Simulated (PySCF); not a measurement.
PySCF 2.14 output of an unrestricted PBE0 calculation on a single atom or ion in def2-QZVPPD (10s7p5d2f1g, 79 functions), with the non-relativistic Hamiltonian (point nucleus):

```
SCF conv_tol = 1e-09
number electrons alpha = 9  beta = 7
    C. Adamo and V. Barone.,  J. Chem. Phys. 110, 6158 (1999)
    M. Ernzerhof and G. E. Scuseria.,  J. Chem. Phys. 110, 5029 (1999)
cycle= 1 E= -397.604400323247  delta_E= -0.0103  |g|= 0.026  |ddm|= 0.124
cycle= 2 E= -397.60486456525  delta_E= -0.000464  |g|= 0.0148  |ddm|= 0.0417
cycle= 3 E= -397.604968250979  delta_E= -0.000104  |g|= 0.00352  |ddm|= 0.0129
cycle= 4 E= -397.604976136448  delta_E= -7.89e-06  |g|= 0.000854  |ddm|= 0.00407
cycle= 5 E= -397.604976901828  delta_E= -7.65e-07  |g|= 5.79e-05  |ddm|= 0.00157
cycle= 6 E= -397.60497690623  delta_E= -4.4e-09  |g|= 5.57e-06  |ddm|= 0.000116
cycle= 7 E= -397.604976906257  delta_E= -2.69e-11  |g|= 1.69e-07  |ddm|= 7.12e-06
converged SCF energy = -397.604976906257  <S^2> = 2.0096114  2S+1 = 3.0064008
```

The run itself started from symmetry-adapted Hartree-Fock orbitals and held the occupation by maximum overlap, on a logarithmic radial grid, so the iterations belong to that start.

Q: Which element, charge and spin multiplicity is this?

A: S (sulfur, neutral), multiplicity 3; the state was [Ne] 3s1 3p5, high-spin 3P determinant (an excited configuration).
